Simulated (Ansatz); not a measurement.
A search over several starts for the lowest SCF solution of In₃⁺ at the given spin, in a small basis.

```yaml
crystal:
  periodic: [false, false, false]
  atoms:
    - {symbol: In, position_ang: [0.501115, -1.224458, 1.209037]}
    - {symbol: In, position_ang: [0.805139, 1.567611, -0.326604]}
    - {symbol: In, position_ang: [-1.306253, -0.343153, -0.882433]}
basis:
  gaussian: {orbitals: def2-SVP}
total_charge: 1
hamiltonian: {xc: pbe0, dispersion: d4}
output: {orbitals: {seedname: orbitals}}
```

```sh
$ ansatz run in.yaml --threads 2 --pin off --events-out ev --progress --plain --max-ram 4352MiB
```

It prints (some lines left out):

```
Functional definition: PBE0
1017 factors; integrals over basis functions are off by at most 3.9e-4 eV
mean field evaluation 1: about -15514.4685 eV, gradient 1.5e1 eV
mean field evaluation 2: about -15514.3445 eV, gradient 1.6e1 eV
mean field evaluation 4: about -15515.6545 eV, gradient 9.4e-1 eV
mean field evaluation 8: about -15515.6598 eV, gradient 3.6e-3 eV
mean field evaluation 16: about -15515.6674 eV, gradient 5.5e-1 eV
mean field evaluation 32: about -15515.6816 eV, gradient 2.7e-5 eV
mean field evaluation 64: about -15515.6262 eV, gradient 1.2e-4 eV
mean field -15515.68162102 eV, -570.1907826657 hartree, gradient 7.8e-6 eV, S^2 0.000000; 10 other end points of the search recorded, 0 dependent functions left out
reference -15515.68164663 eV, -570.1907836070 hartree; 31, 31 occupied and 47, 47 virtual orbitals, 1017 factors
Total energy: -15515.77665333 eV, -570.1942750388 hartree
```

It took 11 s on 2 threads of Intel Xeon Platinum 8259CL on a shared host.

Other converged states that the search met: 0.02 eV higher (⟨S²⟩ = 0.00).

In the def2 sets In takes a core potential; there is no spin–orbit coupling. The restricted singlet is unstable towards broken spin symmetry at other levels; at PBE0-D4/def2-SVP this wasn't settled. The structure comes from a short search, and lower isomers may exist.
